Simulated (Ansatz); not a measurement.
Steps of a relaxation of C₂H₆FNSi (`N/C=C(\F)[SiH3]`) with RKS PBE0-D4/def2-TZVP.

```sh
$ ansatz run in.yaml --threads 4 --pin off --events-out ev --progress --plain --max-ram 10444MiB
```

```yaml
crystal:
  periodic: [false, false, false]
  atoms:
    - {symbol: N, position_ang: [-1.574693, 1.570731, -0.243967]}
    - {symbol: C, position_ang: [-0.924337, 0.357023, -0.192685]}
    - {symbol: C, position_ang: [0.397474, 0.199921, 0.095813]}
    - {symbol: F, position_ang: [1.095003, 1.343833, 0.431794]}
    - {symbol: Si, position_ang: [1.366150, -1.392035, 0.075493]}
    - {symbol: H, position_ang: [-1.070475, 2.354435, 0.174844]}
    - {symbol: H, position_ang: [-2.578270, 1.577568, -0.064817]}
    - {symbol: H, position_ang: [-1.515408, -0.532695, -0.459661]}
    - {symbol: H, position_ang: [0.404827, -2.492195, -0.286718]}
    - {symbol: H, position_ang: [2.487154, -1.359991, -0.930140]}
    - {symbol: H, position_ang: [1.977975, -1.683596, 1.420644]}
basis:
  gaussian: {orbitals: def2-TZVP}
hamiltonian: {xc: pbe0, dispersion: d4}
relax: {f_tol: 0.005, max_steps: 150}
```

Positions (Å) and forces (eV/Å) along the path, 11 of 11 steps:

```xyz
11
step=1 energy=-14248.1837 eV
N    -1.575    1.571   -0.244   -0.081    0.147    0.333
C    -0.924    0.357   -0.193    0.701   -0.167    0.150
C     0.397    0.200    0.096   -0.841    0.111   -0.176
F     1.095    1.344    0.432   -0.256   -0.315   -0.119
Si    1.366   -1.392    0.075    0.011   -0.073   -0.006
H    -1.070    2.354    0.175   -0.326   -0.486   -0.238
H    -2.578    1.578   -0.065    0.649   -0.062   -0.099
H    -1.515   -0.533   -0.460    0.355    0.483    0.150
H     0.405   -2.492   -0.287    0.186    0.262    0.078
H     2.487   -1.360   -0.930   -0.252    0.017    0.212
H     1.978   -1.684    1.421   -0.145    0.084   -0.285
11
step=2 energy=-14248.2288 eV
N    -1.561    1.560   -0.244   -0.029    0.073    0.108
C    -0.909    0.354   -0.190    0.191   -0.061    0.029
C     0.395    0.198    0.096   -0.169    0.043   -0.058
F     1.089    1.340    0.421   -0.084   -0.124   -0.027
Si    1.355   -1.388    0.075   -0.026    0.038    0.005
H    -1.071    2.335    0.183   -0.087   -0.116   -0.073
H    -2.554    1.555   -0.068    0.155   -0.032   -0.035
H    -1.489   -0.527   -0.455    0.086    0.126    0.050
H     0.392   -2.467   -0.283    0.050    0.057    0.020
H     2.461   -1.348   -0.924   -0.057   -0.009    0.053
H     1.957   -1.669    1.410   -0.028    0.005   -0.072
11
step=3 energy=-14248.2320 eV
N    -1.558    1.557   -0.243    0.006    0.003    0.023
C    -0.902    0.355   -0.190   -0.020    0.004   -0.002
C     0.396    0.201    0.091    0.042    0.007    0.044
F     1.087    1.338    0.425    0.002   -0.016   -0.026
Si    1.351   -1.384    0.074   -0.010    0.009   -0.006
H    -1.076    2.333    0.180   -0.003    0.012   -0.004
H    -2.548    1.545   -0.070   -0.009   -0.016   -0.010
H    -1.480   -0.524   -0.446   -0.004   -0.004   -0.018
H     0.389   -2.459   -0.283   -0.008   -0.002   -0.003
H     2.455   -1.350   -0.921    0.006   -0.001   -0.006
H     1.952   -1.670    1.404    0.000    0.003    0.008
11
step=4 energy=-14248.2321 eV
N    -1.558    1.555   -0.236    0.007    0.002   -0.012
C    -0.902    0.354   -0.187   -0.035    0.039    0.008
C     0.398    0.200    0.092    0.028   -0.013    0.032
F     1.087    1.339    0.424    0.018   -0.001   -0.015
Si    1.352   -1.384    0.074   -0.015    0.014   -0.007
H    -1.078    2.336    0.179    0.018    0.010    0.011
H    -2.549    1.547   -0.078   -0.026   -0.029   -0.003
H    -1.482   -0.524   -0.445    0.003   -0.015   -0.013
H     0.389   -2.458   -0.283   -0.006   -0.005   -0.003
H     2.456   -1.351   -0.922    0.007   -0.003   -0.005
H     1.953   -1.672    1.404    0.002    0.001    0.008
11
step=5 energy=-14248.2323 eV
N    -1.558    1.556   -0.237    0.003    0.005   -0.005
C    -0.899    0.356   -0.186   -0.023    0.011   -0.002
C     0.399    0.202    0.097    0.039    0.013   -0.034
F     1.095    1.340    0.415   -0.003   -0.005    0.024
Si    1.350   -1.384    0.075    0.001   -0.003    0.004
H    -1.084    2.335    0.188    0.000    0.010    0.001
H    -2.550    1.539   -0.080   -0.009   -0.004   -0.003
H    -1.474   -0.522   -0.451   -0.011   -0.018    0.013
H     0.384   -2.456   -0.282   -0.008   -0.003    0.000
H     2.453   -1.353   -0.922    0.006    0.001   -0.006
H     1.951   -1.671    1.404    0.005   -0.006    0.008
11
step=6 energy=-14248.2325 eV
N    -1.559    1.555   -0.237   -0.001    0.002    0.003
C    -0.898    0.357   -0.186    0.001    0.002   -0.002
C     0.401    0.203    0.095    0.003    0.008   -0.002
F     1.096    1.340    0.420   -0.003   -0.004    0.000
Si    1.350   -1.384    0.074    0.000    0.000    0.001
H    -1.085    2.337    0.185   -0.004   -0.001   -0.001
H    -2.551    1.537   -0.081    0.002   -0.001   -0.002
H    -1.474   -0.523   -0.447    0.001   -0.002    0.003
H     0.382   -2.454   -0.282   -0.001    0.001    0.000
H     2.453   -1.354   -0.923    0.001   -0.003    0.000
H     1.951   -1.672    1.404    0.001   -0.003    0.000
11
step=7 energy=-14248.2325 eV rejected
N    -1.559    1.555   -0.236    0.006    0.000    0.008
C    -0.897    0.357   -0.185   -0.001    0.002   -0.007
C     0.403    0.204    0.093   -0.006    0.008    0.004
F     1.098    1.342    0.415   -0.001   -0.005    0.000
Si    1.350   -1.384    0.074    0.001    0.000    0.003
H    -1.089    2.336    0.192   -0.001    0.006   -0.007
H    -2.552    1.537   -0.089   -0.001   -0.006    0.004
H    -1.473   -0.523   -0.443    0.002   -0.002   -0.003
H     0.380   -2.452   -0.284   -0.001    0.000    0.000
H     2.455   -1.357   -0.922    0.000   -0.001   -0.001
H     1.949   -1.674    1.404    0.001   -0.002    0.000
11
step=8 energy=-14248.2325 eV
N    -1.560    1.555   -0.236    0.000   -0.002    0.000
C    -0.897    0.358   -0.186    0.000    0.000    0.001
C     0.403    0.205    0.094    0.003    0.004    0.003
F     1.097    1.342    0.419   -0.002   -0.001   -0.001
Si    1.350   -1.383    0.074    0.000   -0.006   -0.003
H    -1.089    2.338    0.187   -0.001   -0.001   -0.001
H    -2.552    1.535   -0.084    0.002    0.000    0.000
H    -1.472   -0.523   -0.445    0.002    0.001    0.000
H     0.380   -2.452   -0.283   -0.001    0.001    0.001
H     2.454   -1.357   -0.923   -0.001    0.001    0.000
H     1.951   -1.675    1.404   -0.002    0.002    0.001
11
step=9 energy=-14248.2325 eV
N    -1.560    1.555   -0.236   -0.002    0.003    0.000
C    -0.896    0.358   -0.186    0.003    0.001    0.001
C     0.404    0.206    0.094    0.001   -0.007   -0.001
F     1.098    1.343    0.420   -0.001    0.002    0.000
Si    1.350   -1.383    0.074    0.000    0.001    0.000
H    -1.089    2.338    0.187   -0.001    0.000    0.000
H    -2.552    1.534   -0.084   -0.001    0.000    0.000
H    -1.470   -0.523   -0.446    0.001    0.000    0.000
H     0.378   -2.451   -0.282   -0.001    0.000    0.000
H     2.453   -1.358   -0.924    0.000    0.000    0.000
H     1.950   -1.674    1.403    0.000    0.000    0.000
11
step=10 energy=-14248.2325 eV rejected
N    -1.560    1.555   -0.236    0.004   -0.004    0.001
C    -0.896    0.358   -0.186   -0.003   -0.002   -0.001
C     0.404    0.205    0.094   -0.005    0.009    0.000
F     1.098    1.343    0.419    0.002   -0.003    0.000
Si    1.350   -1.383    0.074    0.002   -0.002    0.000
H    -1.090    2.338    0.187   -0.001    0.001    0.000
H    -2.552    1.534   -0.084    0.001   -0.001    0.000
H    -1.470   -0.523   -0.446    0.000    0.001    0.000
H     0.378   -2.450   -0.282    0.000    0.000    0.000
H     2.453   -1.358   -0.923    0.000    0.000    0.000
H     1.950   -1.675    1.403    0.000    0.000    0.000
11
step=11 energy=-14248.2325 eV
N    -1.560    1.555   -0.236    0.000    0.000    0.000
C    -0.896    0.358   -0.186    0.000    0.000    0.000
C     0.404    0.206    0.094    0.000    0.000    0.000
F     1.098    1.343    0.420    0.000    0.000    0.000
Si    1.350   -1.383    0.074    0.000    0.000    0.000
H    -1.090    2.338    0.187    0.000    0.000    0.000
H    -2.552    1.534   -0.084    0.000    0.000    0.000
H    -1.470   -0.523   -0.446    0.000    0.000    0.000
H     0.378   -2.450   -0.282    0.000    0.000    0.000
H     2.453   -1.358   -0.924    0.000    0.000    0.000
H     1.950   -1.674    1.403    0.000    0.000    0.000
```

It took 32 s on 4 threads of an Arm Neoverse V2 on a shared host, with 0.47 GiB of host memory at the peak.
